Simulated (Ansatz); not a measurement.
C2H7NSi can be A, `C=NC[SiH3]`, or B, `CN1C[SiH2]1`.

Isolated molecules relaxed with PBE0-D4/def2-TZVP in Ansatz; ΔE leaves out vibrations. CCSD(T)/CBS adds triple-zeta CCSD(T) − MP2 to the extrapolated MP2 energy (def2 sets, frozen cores). Functionals use def2-TZVPP. One conformer a species, not always the lowest.

(1) Which is lower in electronic energy at CCSD(T)/CBS, and by how much? (An estimate is asked.)

(2) Give E(B) − E(A) in kcal/mol with PBE-D4, CCSD(T)/def2-SVP, LDA (SPW92), PBE0-D4, CCSD(T)/def2-TZVPP, B2PLYP, CCSD/def2-TZVPP. (Estimate.)

(3) Does the order hold for the free energy at 298.15 K (harmonic terms from PBE0-D4)? (An estimate is asked.)

Largest T1 diagnostic: 0.012.

Results:

(1) The calculation gave: A, by 5.2 kcal/mol.

(2) The calculation gave: PBE-D4 3.5, CCSD(T)/def2-SVP 9.9, LDA (SPW92) -1.3, PBE0-D4 2.5, CCSD(T)/def2-TZVPP 6.4, B2PLYP 6.1, CCSD/def2-TZVPP 6.5. The order is the other way round with LDA (SPW92).

(3) The calculation gave: Yes: G(B) − G(A) = +8.0 kcal/mol, for one conformer each.

In def2-TZVPP, CCSD(T) changes the Hartree–Fock value by −4.4 kcal/mol (the triples alone add −0.1 kcal/mol) and MP2 by −7.4 kcal/mol. From PBE to PBE0 (25 % exact exchange), in def2-TZVPP and without D4, E(B) − E(A) moves by −1.0 kcal/mol.
